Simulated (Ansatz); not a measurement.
Level of theory: frozen-core CCSD(T)/def2-TZVPP // BP86-D3(BJ)/def2-SVP (Ansatz, a quantum-chemistry and plane-wave program).

Ansatz 0.2 input:
```yaml
crystal:
  periodic: [false, false, false]
  atoms:
    - { symbol: Ti, position_ang: [0.098618, 0.514708, 0.22879] }
    - { symbol: O, position_ang: [-0.187397, -0.729573, -1.021556] }
    - { symbol: H, position_ang: [0.148794, -0.776757, -1.935449] }
    - { symbol: O, position_ang: [0.757055, 1.995095, -0.525091] }
    - { symbol: H, position_ang: [0.519783, 2.926545, -0.361926] }
    - { symbol: O, position_ang: [-1.437941, 0.892746, 1.058499] }
    - { symbol: H, position_ang: [-2.271408, 0.387106, 1.069367] }
    - { symbol: Br, position_ang: [1.67727, -0.318258, 1.831377] }
basis:
  gaussian: { orbitals: def2-TZVPP }
correlation:
  method: ccsd_t
```

Output:

```
Functional definition: HF
1631 factors; integrals over basis functions are off by at most 5.8e-4 eV
mean field evaluation 1: about -99243.2440 eV, gradient 7.5e1 eV
mean field evaluation 2: about -99243.4185 eV, gradient 7.6e1 eV
mean field evaluation 4: about -99252.9955 eV, gradient 9.5e0 eV
mean field evaluation 8: about -99253.2166 eV, gradient 8.4e-1 eV
mean field evaluation 16: about -99253.2198 eV, gradient 3.2e-6 eV
mean field -99253.21979107 eV, -3647.4885510732 hartree, gradient 3.2e-6 eV, S^2 0.000000; 0 other end points of the search recorded, 0 dependent functions left out
17 core orbitals not correlated
reference -99253.21979107 eV, -3647.4885510732 hartree; 25, 25 occupied and 205, 205 virtual orbitals, 1631 factors
second order -39.20641076 eV of doubles, -0.00000000 eV of singles
cycle   1  -37.40304097 eV  change     1.8e0 eV  update   2.6e-1
cycle   2  -38.76262860 eV  change    -1.4e0 eV  update   1.8e-1
cycle   3  -39.10643496 eV  change   -3.4e-1 eV  update   5.7e-2
cycle   4  -39.10779762 eV  change   -1.4e-3 eV  update   2.2e-2
cycle   5  -39.08100606 eV  change    2.7e-2 eV  update   6.9e-3
cycle   6  -39.07981157 eV  change    1.2e-3 eV  update   2.9e-3
cycle   7  -39.08201491 eV  change   -2.2e-3 eV  update   1.4e-3
cycle   8  -39.08148983 eV  change    5.3e-4 eV  update   7.0e-4
cycle   9  -39.08153308 eV  change   -4.3e-5 eV  update   2.4e-4
cycle  10  -39.08208111 eV  change   -5.5e-4 eV  update   1.5e-4
cycle  11  -39.08182293 eV  change    2.6e-4 eV  update   5.9e-5
cycle  12  -39.08171841 eV  change    1.0e-4 eV  update   3.7e-5
cycle  13  -39.08178962 eV  change   -7.1e-5 eV  update   1.3e-5
cycle  14  -39.08175449 eV  change    3.5e-5 eV  update   9.0e-6
perturbative correction -1.91059844 eV, -0.0702131975 hartree
Total energy: -99294.21214399 eV, -3648.9949922575 hartree
```

Cost: roughly 40 core-minutes.
